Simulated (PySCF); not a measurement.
# HgF and its ions

r²SCAN; Hg def2-SVP with ECP60, F def2-SVP; scalar-relativistic core potentials (PySCF 2.14). Neutral (UKS): doublet (σ ↑), Re = 2.056 Å, ωe = 433 cm⁻¹, De = 1.46 eV, HOMO -6.84 eV, LUMO -5.11 eV.

HgF⁺ (UKS): singlet (closed shell), Re = 1.932 Å, ωe = 581 cm⁻¹, De = 1.78 eV to Hg⁺ + F. The energies at the minima are -253.23242 hartree for HgF and -252.86436 for HgF⁺.

(1) Work out the adiabatic ionisation energy, without and with harmonic zero-point energies (1 hartree = 27.2114 eV, 1 eV = 8065.5 cm⁻¹), and the change of the bond length.

These are scalar-relativistic numbers at best; spin–orbit coupling would shift them, the dissociation energy most. For an ion De counts to the pair picked by the measured ionisation energies or electron affinities, which need not be the lowest pair at this level. States were picked by a PBE0 search and need not be the measured ground states.

Answers

(1) At r²SCAN: 0.36806 hartree = 10.015 eV between the minima; the zero-point term (581.0 − 433.0)/2 cm⁻¹ = +0.009 eV makes it 10.025 eV. Re changes by -12.4 pm against the neutral. The electron leaves a σ orbital, and the shorter bond of the ion fits an antibonding orbital, or a change in how ionic the bond is.
